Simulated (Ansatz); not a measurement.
Ansatz (a quantum-chemistry and plane-wave program) input (CCSD(T)/def2-QZVPP):
A basis named .json is the Basis Set Exchange file of that set.

Ansatz 0.2 input:
```yaml
crystal:
  periodic: [false, false, false]
  atoms:
    - {symbol: Cr, position_ang: [-0.37149477, -0.18847541, -0.30198861]}
    - {symbol: O, position_ang: [0.98086396, 0.39835005, 0.78342565]}
    - {symbol: H, position_ang: [1.06896287, 1.33660947, 0.98032153]}
basis:
  gaussian:
    orbitals: def2-QZVPP.json
magnetization: {spin_polarized: true, initial_magnetization: 5}
correlation: {method: ccsd_t, electrons: outside_noble_gas}
```

Output:

```
Functional definition: HF
integrals: 0.99 GiB planned
1153 factors; integrals over basis functions are off by at most 1.1e-3 eV
mean field: 0.63 GiB planned
mean field evaluation 1: about -30441.9794 eV, gradient 2.7e1 eV
mean field evaluation 2: about -30441.9810 eV, gradient 2.7e1 eV
mean field evaluation 4: about -30445.3151 eV, gradient 4.6e0 eV
mean field evaluation 8: about -30445.7597 eV, gradient 4.9e-1 eV
mean field evaluation 16: about -30445.7825 eV, gradient 4.0e-6 eV
mean field evaluation 32: about -30445.7177 eV, gradient 8.9e-1 eV
mean field evaluation 64: about -30445.2075 eV, gradient 1.8e-1 eV
mean field evaluation 96: about -30444.0298 eV, gradient 5.0e-2 eV
mean field evaluation 128: about -30444.0262 eV, gradient 1.1e0 eV
mean field evaluation 160: about -30441.6465 eV, gradient 6.9e-1 eV
mean field evaluation 192: about -30442.4594 eV, gradient 1.0e-2 eV
mean field evaluation 224: about -30444.5779 eV, gradient 5.2e-2 eV
mean field evaluation 256: about -30444.5772 eV, gradient 1.0e-2 eV
mean field evaluation 288: about -30445.2079 eV, gradient 9.7e-4 eV
mean field -30445.78250082 eV, -1118.8618700124 hartree, gradient 2.9e-6 eV, S^2 8.757508; 12 other end points of the search recorded, 0 dependent functions left out
determinant -30445.78250082 eV, -1118.8618700124 hartree, with singles and doubles -30456.20371465 eV, -1119.2448425569 hartree
determinant -30445.20788613 eV, -1118.8407533123 hartree, with singles and doubles -30455.43241785 eV, -1119.2164979225 hartree
determinant -30444.57756929 eV, -1118.8175895954 hartree, with singles and doubles -30454.73893867 eV, -1119.1910130327 hartree
determinant -30444.57724022 eV, -1118.8175775025 hartree, with singles and doubles -30454.73878656 eV, -1119.1910074428 hartree
determinant -30442.45940314 eV, -1118.7397484254 hartree, with singles and doubles -30452.58491374 eV, -1119.1118540766 hartree
10 core orbitals not correlated
reference -30445.78250082 eV, -1118.8618700124 hartree; 9, 4 occupied and 161, 166 virtual orbitals, 1153 factors
second order -10.06469786 eV of doubles, -0.00000000 eV of singles
coupled cluster: 1.35 GiB planned
cycle   1  -10.29978610 eV  change    -1.0e0 eV  update   3.5e-2
cycle   2  -10.34705669 eV  change   -4.7e-2 eV  update   1.7e-2
cycle   3  -10.35429569 eV  change   -7.2e-3 eV  update   1.3e-2
cycle   4  -10.36789285 eV  change   -1.4e-2 eV  update   9.1e-3
cycle   5  -10.38267214 eV  change   -1.5e-2 eV  update   6.6e-3
cycle   6  -10.39469097 eV  change   -1.2e-2 eV  update   4.2e-3
cycle   7  -10.39699503 eV  change   -2.3e-3 eV  update   2.0e-3
cycle   8  -10.39907747 eV  change   -2.1e-3 eV  update   9.8e-4
cycle   9  -10.39932850 eV  change   -2.5e-4 eV  update   4.4e-4
cycle  10  -10.39926369 eV  change    6.5e-5 eV  update   2.2e-4
cycle  11  -10.39947572 eV  change   -2.1e-4 eV  update   1.3e-4
cycle  12  -10.39948077 eV  change   -5.1e-6 eV  update   8.6e-5
cycle  13  -10.39951322 eV  change   -3.2e-5 eV  update   6.2e-5
cycle  14  -10.39954287 eV  change   -3.0e-5 eV  update   4.9e-5
cycle  15  -10.39953832 eV  change    4.6e-6 eV  update   3.8e-5
cycle  16  -10.39953349 eV  change    4.8e-6 eV  update   2.7e-5
cycle  17  -10.39953639 eV  change   -2.9e-6 eV  update   1.7e-5
cycle  18  -10.39952948 eV  change    6.9e-6 eV  update   1.0e-5
coupled cluster: 1.36 GiB planned
perturbative correction -0.43348302 eV, -0.0159302071 hartree
Total energy: -30456.61551331 eV, -1119.2599758788 hartree
```

The spin state was set by rule; other spins were not relaxed.
